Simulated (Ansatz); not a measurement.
Bond stretch in H3Ga, SMILES [GaH3]. The Ga1–H4 bond (Ga1 also carries H, H; H4 carries nothing else) is varied alone, starting from the PBE0/def2-TZVP optimised geometry.

Computed with CCSDT(Q) on UHF/cc-pVTZ, cores with 3d frozen (Ansatz, a first-principles code).

Question: Relative to R = 1.60 Å, what are the energies at R = 1.35, 1.42, 1.68, 2.32 Å?

Answer: 0.546 eV at 1.35 Å, 0.243 eV at 1.42 Å, 0.052 eV at 1.68 Å, 1.539 eV at 2.32 Å.

The unrestricted determinant behind UCCSDT(Q) is spin-contaminated at 2.32 to 5.54 Å (<S²> up to 1.0, against 0.00 for a pure singlet).
